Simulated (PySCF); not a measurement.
## Sn²⁺ (tin, charge +2) across methods

[Kr] 4d10 5s1 5p1, high-spin 3P determinant (an excited configuration). Calculation: PySCF 2.14, in aug-cc-pwCVTZ-PP with ECP28MDF; scalar relativity through the core potential.

```json
{"method": "PBE", "E (hartree)": "-213.1873", "mean ε 4d β (eV)": "-44.086", "mean ε 5s α (eV)": "-27.778", "mean ε 5p α (eV)": "-19.305", "Σ⟨r²⟩ (bohr²)": "34.00", "⟨S²⟩": "2.001"}
{"method": "BHandHLYP", "E (hartree)": "-213.1462", "mean ε 4d β (eV)": "-49.535", "mean ε 5s α (eV)": "-30.073", "mean ε 5p α (eV)": "-21.269", "Σ⟨r²⟩ (bohr²)": "33.99", "⟨S²⟩": "2.001"}
{"method": "UHF", "E (hartree)": "-212.37779", "mean ε 4d β (eV)": "-54.082", "mean ε 5s α (eV)": "-31.913", "mean ε 5p α (eV)": "-23.162", "Σ⟨r²⟩ (bohr²)": "34.23", "⟨S²⟩": "2.002"}
{"method": "LDA", "E (hartree)": "-212.8260", "mean ε 4d β (eV)": "-44.229", "mean ε 5s α (eV)": "-28.126", "mean ε 5p α (eV)": "-19.401", "Σ⟨r²⟩ (bohr²)": "34.00", "⟨S²⟩": "2.001"}
{"method": "TPSS", "E (hartree)": "-213.1106", "mean ε 4d β (eV)": "-44.106", "mean ε 5s α (eV)": "-27.717", "mean ε 5p α (eV)": "-19.336", "Σ⟨r²⟩ (bohr²)": "33.98", "⟨S²⟩": "2.001"}
{"method": "PBE0", "E (hartree)": "-213.2074", "mean ε 4d β (eV)": "-46.878", "mean ε 5s α (eV)": "-28.995", "mean ε 5p α (eV)": "-20.397", "Σ⟨r²⟩ (bohr²)": "33.96", "⟨S²⟩": "2.001"}
{"method": "wB97X", "E (hartree)": "-213.2306", "mean ε 4d β (eV)": "-49.357", "mean ε 5s α (eV)": "-31.234", "mean ε 5p α (eV)": "-22.410", "Σ⟨r²⟩ (bohr²)": "33.95", "⟨S²⟩": "2.001"}
{"method": "B3LYP", "E (hartree)": "-213.2632", "mean ε 4d β (eV)": "-46.362", "mean ε 5s α (eV)": "-28.807", "mean ε 5p α (eV)": "-20.130", "Σ⟨r²⟩ (bohr²)": "33.99", "⟨S²⟩": "2.001"}
```

Estimate the same row for r2SCAN.

E (hartree) = -213.2763; mean ε 4d β (eV) = -44.720; mean ε 5s α (eV) = -28.162; mean ε 5p α (eV) = -19.671; Σ⟨r²⟩ (bohr²) = 33.82; ⟨S²⟩ = 2.002.

Energies and moments cover only the electrons outside the core potential.
